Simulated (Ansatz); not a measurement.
Harmonic frequencies (cm⁻¹) at PBE0-D4/def2-TZVP from Ansatz: 167, 173, 214, 263, 288, 358, 400, 617, 776, 819, 848, 907, 938, 1569, 2241, 2443, 3617, 3721.

Each molecule was computed in one conformer, which needn't be the lowest.

Q: Which molecule is it?
A. `C[NH][Al]([F])[Br]`
B. `Cl[SiH]1C[Se]1`
C. `N=C=C(S)Cl`
D. `N[SiH](F)[SeH]`

A: D.
